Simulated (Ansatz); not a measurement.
Consider the ligand exchange at the Si–O bond: `O[SiH2]S[SiH2]F` + HCl → `F[SiH2]S[SiH2]Cl` + H₂O.

Gas-phase electronic energies from Ansatz, PBE0-D4/def2-TZVP geometries. CCSD(T)/CBS is the MP2 limit (def2-TZVPP, def2-QZVPP) plus CCSD(T) − MP2 in def2-TZVPP, frozen cores. This one scheme is used for every species. Functionals use def2-TZVPP. Each species was taken in one conformer, which may not be the lowest.

| level | ΔE (kJ/mol) | difference from CCSD(T)/CBS |
| --- | --- | --- |
| PBE-D4 | -4.8 | -3.2 |
| r2SCAN-D4 | 1.1 | 2.7 |
| ωB97X-V | 1.7 | 3.3 |
| ωB97M-V | 0.9 | 2.5 |
| B2PLYP | 4.7 | 6.3 |
| r2SCAN | 1.6 | 3.2 |
| PBE0 | -2.7 | -1.1 |
| HF/def2-TZVPP | 9.4 | 11.0 |
| MP2/def2-TZVPP | 0.2 | 1.8 |
| SCS-MP2/def2-TZVPP | 4.0 | 5.6 |
| CCSD/def2-TZVPP | 5.6 | 7.2 |
| CCSD(T)/def2-TZVPP | 4.3 | 5.9 |
| MP2/def2-QZVPP | -3.1 | -1.5 |
| SCS-MP2/def2-QZVPP | 0.8 | 2.4 |
| HF/CBS(def2) | 9.7 | 11.3 |
| MP2/CBS(def2) | -5.7 | -4.1 |
| CCSD(T)/CBS | -1.6 | 0 |

Largest T1 diagnostic among the species: 0.012.

The D4 term adds −3.7 kJ/mol with B3LYP and −2.0 kJ/mol with PBE0; it sums over pairs of atoms, weighted by their polarisabilities, and B3LYP, whose exchange is more repulsive, gets the larger term. In def2-TZVPP, CCSD(T) changes the Hartree–Fock value by −5.1 kJ/mol (the triples alone add −1.3 kJ/mol) and MP2 by −9.1 kJ/mol.

B3LYP here is the variant with VWN-RPA as its local correlation; programs differ in this.
